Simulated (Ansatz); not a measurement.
K2H2S2⁻, that is (KSH)2 ring with one electron more. The state is a doublet with charge -1. Geometry PBE0-D4/def2-SVP, that of the neutral singlet; atoms count from 1.

Cartesian coordinates in Å:
```
K 1.8520 -0.8399 -0.1835
S 0.5334 1.3446 -1.8065
K -1.3622 1.4186 0.5487
S -0.0082 -0.7242 2.1980
H -0.2029 0.5639 -2.6303
H -0.8121 -1.7630 1.8736
```

The highest occupied level of the charge -1 doublet lies above zero (up to 0.52 eV). By energy differences its removal costs 0.24 eV (vertical, to the charge 0 singlet, at PBE0-D4/def2-TZVPD); a positive level beside a positive removal energy at the same level points to self-interaction error.

Question: Estimate the Mulliken populations from the PBE0/def2-TZVPD orbitals of Ansatz.

Answer: 
```tsv
atom	charge (e)	spin (α − β)
K1	0.44	0.49
S2	-1.07	0.00
K3	0.44	0.49
S4	-1.07	0.00
H5	0.13	0.01
H6	0.13	0.01
```
Mulliken values and Mayer orders depend strongly on the basis. With diffuse functions, as here, like atoms can get unlike values, and bond orders can come out too low or too high.

Question: Where does the spin sit?

Answer: Summed by element: K 0.98, S 0.00, H 0.02, of 1 unpaired in all. Largest on single atoms: K1 0.49, K3 0.49, H5 0.01.

Question: And the Mayer bond orders between bonded heavy atoms (over 0.3)?

Answer: K1–K3 0.49 (4.00 Å).
